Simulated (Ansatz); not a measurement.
Consider the ligand exchange at the Si–S bond: `C[SiH](S)CS` + H–F → `C[SiH](F)CS` + H₂S.

Calculated with Ansatz (gas phase, PBE0-D4/def2-TZVP geometries, no zero-point term in ΔE). CBS: MP2 limit from def2 TZ/QZ plus the TZ coupled-cluster correction, frozen cores. This one scheme is used for every species. Functionals use def2-TZVPP. Each species was taken in one conformer, which may not be the lowest.

| species | PBE0-D4 energy (Eh) |
| --- | --- |
| `C[SiH](S)CS` | -1166.52990 |
| H–F | -100.39410 |
| `C[SiH](F)CS` | -867.68799 |
| H₂S | -399.26288 |

(1) Work out ΔE.

Largest T1 diagnostic among the species: 0.011.

Answers

(1) ΔE = (-867.68799) + (-399.26288) − (-1166.52990) − (-100.39410) = -0.02687 Eh = -16.9 kcal/mol. CCSD(T)/CBS gives -18.4 kcal/mol.

The D4 term adds +2.4 kcal/mol with B3LYP and +1.3 kcal/mol with PBE0; it sums over pairs of atoms, weighted by their polarisabilities, and B3LYP, whose exchange is more repulsive, gets the larger term. In def2-TZVPP, CCSD(T) changes the Hartree–Fock value by +6.0 kcal/mol (the triples alone add +1.1 kcal/mol) and MP2 by +7.6 kcal/mol.

B3LYP here is the variant with VWN-RPA as its local correlation; programs differ in this.
